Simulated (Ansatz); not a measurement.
Consider the redistribution: `[NH2][AlH][SiH](F)[SiH3]` + `O[SiH]1[SiH2]S1` → `[NH2][AlH][SiH]1[SiH2]S1` + `O[SiH](F)[SiH3]`.

Isolated molecules relaxed with PBE0-D4/def2-TZVP in Ansatz; ΔE leaves out vibrations. CCSD(T)/CBS adds triple-zeta CCSD(T) − MP2 to the extrapolated MP2 energy (def2 sets, frozen cores). One conformer a species, not always the lowest.

```json
{"species": "`[NH2][AlH][SiH](F)[SiH3]`", "SCS-MP2/def2-QZVPP energy (Eh)": "-978.84309"}
{"species": "`O[SiH]1[SiH2]S1`", "SCS-MP2/def2-QZVPP energy (Eh)": "-1053.47304"}
{"species": "`[NH2][AlH][SiH]1[SiH2]S1`", "SCS-MP2/def2-QZVPP energy (Eh)": "-1276.20091"}
{"species": "`O[SiH](F)[SiH3]`", "SCS-MP2/def2-QZVPP energy (Eh)": "-756.13192"}
```

Q: Work out ΔE.

A: ΔE = (-1276.20091) + (-756.13192) − (-978.84309) − (-1053.47304) = -0.01670 Eh = -43.8 kJ/mol. CCSD(T)/CBS gives -43.5 kJ/mol.

Largest T1 diagnostic among the species: 0.014.

In def2-TZVPP, CCSD(T) changes the Hartree–Fock value by −4.3 kJ/mol (the triples alone add −1.1 kJ/mol) and MP2 by −7.3 kJ/mol. The D4 term adds −3.8 kJ/mol with B3LYP and −2.1 kJ/mol with PBE0; it sums over pairs of atoms, weighted by their polarisabilities, and B3LYP, whose exchange is more repulsive, gets the larger term.

B3LYP here is the variant with VWN-RPA as its local correlation; programs differ in this.
